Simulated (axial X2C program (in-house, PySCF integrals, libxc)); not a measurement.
**Curves of NaCs⁺ by EOM-EA-CCSD**

Computed with an axial X2C code built on PySCF integrals: two-component X2C with atomic mean-field Coulomb and Gaunt terms, Gaussian nuclei, basis Cs dyall-acv3z, Na dyall-acv3z with contracted cores.

Energies in eV from the lowest point of the lowest state; states are followed by energy order within each Ω. Reference: NaCs²⁺, 16 electrons correlated in 88 virtual spinors with an MP2 remainder; levels at this size can be off by some tenths of an eV. Masses 132.905 and 22.990 u.

```csv
R (Å),(1)Ω=1/2,(2)Ω=1/2,(3)Ω=1/2,(1)Ω=3/2,(4)Ω=1/2,(5)Ω=1/2,(2)Ω=3/2
4.125,0.0532,2.2574,2.3399,2.3607,3.1220,3.9951,3.8429
4.305,0.0281,2.1492,2.3223,2.3411,3.0448,3.9296,3.8174
4.484,0.0000,2.0378,2.2950,2.3123,2.9675,3.8434,3.8316
4.686,0.0023,1.9352,2.2862,2.3018,2.8981,3.7455,3.7915
4.888,0.0148,1.8438,2.2827,2.2970,2.8348,3.6430,3.6848
5.157,0.0437,1.7385,2.2847,2.2979,2.7558,3.5182,3.5597
```

No minimum in range: (2)Ω=1/2, (4)Ω=1/2, (5)Ω=1/2, (2)Ω=3/2; the order of states may turn beyond it. T1 of the reference reaches 0.003 (Lee–Taylor). Curves followed by order can swap character. Number of frozen shells: Cs 4 s, 3 p, 2 d; Na 1 s. Roots with under 60 % one-particle weight at any point are counted in the labels but not shown, and the list ends where the roots sought for some Ω run out; states that need a further excitation are missing and may lie low or lowest. Curves with a minimum but no constants failed the fit check.
